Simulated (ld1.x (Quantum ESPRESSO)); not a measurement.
**chlorine (Cl): excitation energies, all-electron against PAW**

ld1.x (Quantum ESPRESSO) 7.5 input, shortened:

```
&input
   title='Cl', zed=17., rel=1, dft='PBESOL', iswitch=3,
   config='[Ne] 3s2 3p5 3d-2'
 /
 &inputp
   pseudotype=3, lpaw=.true., tm=.true., lloc=-1, rcloc=0.80,
   nlcc=.true., new_core_ps=.true.,
   which_augfun='PSQ', rmatch_augfun_nc=.true.
 /
6
3S  1  0   2.00   0.00  1.05  1.25  0.0
3S  1  0   0.00  -0.50  1.05  1.25  0.0
3P  2  1   5.00   0.00  0.95  1.25  0.0
3P  2  1   0.00  -0.20  0.95  1.25  0.0
3D  3  2  -2.00   0.30  0.90  1.00  0.0
3D  3  2  -2.00   3.05  0.90  1.00  0.0
 &test
   configts(1)='3s2 3p5'
 /
```

Energies are relative to the spin-unpolarised reference configuration 3s2 3p5; without spin polarisation the order of configurations can differ from experiment.

| valence configuration | charge | ΔE all-electron (eV) | error AE − PS (meV) |
| --- | --- | --- | --- |
| 3s2 3p4 | +1 | 13.835 | -1.7 |
| 3s2 3p3 | +2 | 39.233 | -7.7 |
| 3s2 3p2 | +3 | 77.488 | -17 |
| 3s2 3p4.5 | +0.5 | 5.564 | -0.6 |
| 3s1 3p6 | 0 | 12.114 | -0.6 |
| 3s1 3p5 | +1 | 26.505 | -2.5 |

(1) What are ΔE and the potential's error for 3s2 3p5.3?

Results:

(1) ΔE = -2.128 eV all-electron; the error (AE − PS) is +0.2 meV.
